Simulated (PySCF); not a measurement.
**Identify the compound**

Molecular formula: C$_{6}$H$_{8}$N$_{2}$OSi. Simulated spectra:

¹H NMR (500 MHz, computed): δ 4.51 (m, 2H), 3.87 (s, 2H), 3.82 (m, 2H), 1.04 (m, 2H).

¹³C{¹H} NMR (computed): δ 119.2 (C, 2C), 73.3 (CH2), 69.0 (CH2), 15.1 (C), 7.5 (CH2).

No solvent, one averaged value for each set of equivalent atoms, one conformer, non-relativistic Hamiltonian. MPW1PW91/pcSseg-1 with gauge-including orbitals; geometry: PBE0-D3(BJ)/def2-SVP; PySCF 2.14.0 with density-fitted response routines.

References, each an isolated molecule treated in the same way: TMS for ¹H and ¹³C.

Choose the structure that fits.
A. C#Cc1nccn1[SiH2]OC
B. N#CC1(C#N)COCC[SiH2]1
C. C#C[SiH2]n1cncc1OC

Answers

B. 

The formula gives 5 degrees of unsaturation (1 ring in the answer). 5 carbon signals for 6 carbons: some carbons are equivalent by symmetry or fast rotation. Carbon types of the structure: 3 × C, 3 × CH2, leaving 2 H on heteroatoms. δC 119.2: nitrile carbon; this is the usual window of a C≡N carbon, which has no attached hydrogen. δC 73.3, 69.0: sp3 CH2 bonded to O; deshielded by the electronegative neighbour. δC 7.5: sp3 CH2 bonded to Si; an electropositive neighbour leaves it electron-rich and shielded. δH 4.51: hydrogen on a silicon bonded to 2 C, in a 6-membered ring. δH 3.87, 3.82: hydrogen on an sp3 CH2 bonded to O; its carbon carries O, which withdraws density.

The others: C#Cc1nccn1[SiH2]OC would give 6 carbon signals, not 5; C#C[SiH2]n1cncc1OC would give 6 carbon signals, not 5.

Shifts are as computed, not scaled to solution data. Of 1211 compounds with measured shifts, 218 miss one by over three times the rms of a fit or turn the order of signals round; such compounds aren't used in these exercises. Multiplicities follow the n + 1 count of equivalent neighbours, as no J values were calculated; m marks all less simple cases, F and P coupling included.
